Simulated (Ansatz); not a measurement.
The Ge1–H2 bond of GeHI (SMILES [GeH][I]) is stretched (multiplicity 1, the rest rigid).
Geometry at rest (charge 0, multiplicity 1):
```xyz
3

Ge    -0.9106    -0.7551     1.0568
H     -1.9308    -1.2404    -0.0782
I      0.5862     0.4793    -0.6366
```

Frozen-core correlation. Filled d and f shells under p-block atoms count as core.

Programs: Ansatz (Gaussian basis) for Hartree–Fock, density functionals and correlated methods.  In def2 rows elements past Kr take small-core potentials, without spin–orbit coupling.

Energies above the point at 1.601 Å (the B3LYP-D3(BJ) bond length), FIC-MRCISD+Q on CASSCF(2,2)/def2-TZVPP (kcal/mol): 4.90 at 1.441 Å; 3.25 at 1.762 Å; 69.12 at 5.125 Å.

**Question.** Take the last value as the depth D of a Morse curve D(1 − e^(−a(R − R₀)))², fit a and R₀ to the two near points, and test it at 2.162 and 2.802 Å.

**Answer.** 
With D = 69.1, both near points (counted from the curve's value at 1.601 Å) are met by a = 1.50 Å⁻¹ and R₀ = 1.598 Å, so k = 2Da² = 312 kcal/(mol Å²). The curve then gives 22.5 and 48.3 kcal/mol; the level itself gives 23.4 and 52.3, so Morse is off by -0.8 and -4.0.

Ansatz is a first-principles code.
